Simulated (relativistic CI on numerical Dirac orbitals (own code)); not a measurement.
# Radial parameters of Mn XXIV

Calculated at this level of theory: Dirac-Coulomb-Breit CI, orbitals from a KLI potential per configuration, model QED, unscaled Slater integrals (own radial code, finite nucleus).

Slater integrals F^k, G^k are unscaled and averaged over j, outside the closed core (none); ζ comes from projecting the Hamiltonian with its Breit term on Σ l·s of the shell.

- 1s2s: G^0(1s,2s) = 117790 cm⁻¹; <r>(1s) = 0.05952, <r^2>(1s) = 0.004743, <r>(2s) = 0.2433, <r^2>(2s) = 0.06915 (bohr units).
- 1s2p: G^1(1s,2p) = 260040, ζ(2p) = 83995 cm⁻¹; <r>(1s) = 0.05953, <r^2>(1s) = 0.004744, <r>(2p) = 0.2055, <r^2>(2p) = 0.05081 (bohr units).
- 1s3s: G^0(1s,3s) = 30970 cm⁻¹; <r>(1s) = 0.05942, <r^2>(1s) = 0.004726, <r>(3s) = 0.5516, <r^2>(3s) = 0.346 (bohr units).

Averages of the first 10 configurations, taken without configuration mixing, which lowers the lowest level and can move excited configurations by several eV; other configurations of the list can lie among them:

```csv
Configuration,Parity,States,Average energy above the lowest level (eV)
1s²,even,1,0.0
1s2s,even,4,6127.3
1s2p,odd,12,6161.8
1s3s,even,4,7252.2
1s3p,odd,12,7262.0
1s3d,even,20,7267.1
1s4s,even,4,7642.4
1s4p,odd,12,7646.5
1s4d,even,20,7648.6
1s4f,odd,28,7649.1
```
